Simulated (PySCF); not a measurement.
**TDDFT excited states: C6H9BF2**

C6H9BF2.
Atom-mapped SMILES: `[CH3:1][C@:2]12[CH2:3][C@:4]([B:5]([F:6])[F:7])([CH2:8]1)[CH2:9]2` (hydrogens: H10, H11, H12 on C1; H13, H14 on C3; H15, H16 on C8; H17, H18 on C9)

Geometry (PBE0-D3(BJ)/def2-SVP, Å), atoms numbered from 1 in this order:
```xyz
18
C6H9BF2 angstrom
C     -2.2404    0.1798    0.1710
C     -0.7529    0.1594   -0.0150
C      0.1887   -1.0676    0.0490
C      1.1261    0.1407   -0.2470
B      2.6638    0.1009   -0.4746
F      3.5020    0.8166    0.2540
F      3.1998   -0.6568   -1.4171
C      0.3107    0.9175    0.8160
C      0.0418    0.5883   -1.2718
H     -2.7402   -0.4603   -0.5726
H     -2.6356    1.2017    0.0600
H     -2.5170   -0.1831    1.1732
H      0.3116   -1.5478    1.0336
H      0.0865   -1.8157   -0.7534
H      0.4397    0.5987    1.8631
H      0.3139    2.0163    0.7315
H     -0.0711   -0.0385   -2.1709
H      0.0279    1.6611   -1.5252
```

Theory: PySCF, TDDFT B3LYP/def2-SVPD, vertical, gas phase, core orbitals frozen in the response.

**Question.** What does the calculation give for the low-lying excited states?

**Answer.** 

| state | E (eV) | E (hartree) | f | main configurations (H = HOMO, L = LUMO) |
| --- | --- | --- | --- | --- |
| S1 | 6.82 | 0.2507 | 0.0093 | H→L (98%) |
| S2 | 7.47 | 0.2744 | 0.0014 | H-2/H-1→L (≥94%) |
| S3 | 7.48 | 0.2748 | 0.0000 | H-2/H-1→L (≥94%) |
| S4 | 7.57 | 0.2783 | 0.0041 | H→L+1 (96%) |
| S5 | 7.62 | 0.2800 | 0.0018 | H-3→L (93%) |
| S6 | 7.86 | 0.2888 | 0.040 | H→L+2 (98%) |
| S7 | 8.05 | 0.2959 | 0.198 | H-4→L (93%) |
| S8 | 8.14 | 0.2992 | 0.096 | H-2/H-1→L+1 (≥94%) |
| S9 | 8.15 | 0.2995 | 0.079 | H-2/H-1→L+1 (≥90%) |

Triplets (Tamm–Dancoff): T1 6.23 eV, H→L (96%); T2 7.31 eV, H-2/H-1→L (53%), H-4→L (44%); T3 7.42 eV, H-2/H-1→L (70%), H-3→L (29%); T4 7.43 eV, H-4→L (51%), H-2/H-1→L (≥45%).

The lowest singlet comes at 182 nm (658 kJ/mol) in the vacuum ultraviolet; it is weak; its leading configuration is HOMO→LUMO (98%). The strongest level in the table is S7 at 8.05 eV (154 nm, f = 0.198). S8/S9 lie within about 0.01 eV of each other. Löwdin shares by element: HOMO carbon 52% or more, boron 12% (atoms not listed hold the other 37%); LUMO boron 38%, fluorine 29%, carbon 11% or more (atoms not listed hold the other 22%). The oscillator strengths of these states sum to 0.429; summed over the whole spectrum of an exact calculation they would give the number of electrons, 68 (Thomas–Reiche–Kuhn). Weighted by f, the mean energy of these states is 8.04 eV. Orbital energies (eV): HOMO-3 -9.11, HOMO-2 -8.77, HOMO-1 -8.76, HOMO -8.23, LUMO -0.34, LUMO+1 0.16, LUMO+2 0.45. All these states lie below the vertical ionisation energy of 10.29 eV (ΔSCF). Orbitals of the list HOMO-3 to LUMO+2 that lie within 0.01 eV of each other are written together with a slash and their weights summed (≥ marks a lower bound); for degenerate orbitals outside that list single weights are arbitrary. Only the lowest 10 singlets were computed, as vertical energies without vibronic structure. The highest level found (8.35 eV, f 0.0028 so far) is left out, since the window may have cut off a degenerate partner.

One conformer stands for the species.
